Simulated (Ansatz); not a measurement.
**Which method gave which barrier?**

Saddle point of SiH3BrClF, singlet (SiH₂BrCl ([Cl][SiH2][Br]) + HF → SiH₂ClF ([F][SiH2][Cl]) + HBr; bonds formed: Si1–F7, Br2–H6; bonds broken: Si1–Br2, H6–F7), PBE0-D4/def2-TZVP structure:

```
atom    x (Å)    y (Å)    z (Å)
 Si1  -0.2112   0.4854  -0.2180
 Br2   1.4173  -0.0714   1.6308
  H3   0.8395   0.8012  -1.1908
  H4  -0.7247   1.5337   0.6782
 Cl5  -1.9392   0.1372  -1.3059
  H6   0.6545  -1.4302   0.5752
  F7  -0.0359  -1.4559  -0.1695
```

Program: Ansatz 0.2.0. Basis: def2-TZVPP, with def2-QZVPP for the basis limit. Cores are frozen in the correlated methods. Filled d shells of the heavier atoms are correlated. The def2 sets are not built for correlating such inner shells, so the correlated values are less sure here. B3LYP uses VWN-RPA correlation. Extrapolation: Hartree–Fock as exp(−7.88 √X), correlation as X^−2.97. Four methods, as single points on the PBE0-D4 structures, gave these electronic barriers from the start structure: 101.5, 110.9, 119.9, 162.1 kJ/mol.

**Question.** The methods were, in alphabetical order, B3LYP-D4, BLYP-D4, CCSD(T), HF. Which gave which? (A judgement: the text doesn't fix the answer.)

**Answer.** The calculation gives: BLYP-D4 101.5; B3LYP-D4 110.9; CCSD(T) 119.9; HF 162.1 kJ/mol. For comparison, CCSD(T) at an estimated basis limit (MP2 extrapolated from triple and quadruple zeta, plus CCSD(T) − MP2 in triple zeta) gives 118.3 kJ/mol.

The T1 diagnostic stays at or below 0.010.

Labels in which every atom is bracketed show which atoms are joined, not bond orders.

For scale, one of the runs: CCSD(T)/def2-TZVPP, 205 basis functions, launched by `ansatz run in.yaml --threads 4 --pin off --events-out ev --progress --plain --max-ram 9574MiB`. Hardware: 4 CPU threads of an Arm Neoverse N1, shared host. Wall time 2.4 min; peak host memory 2.6 GiB.
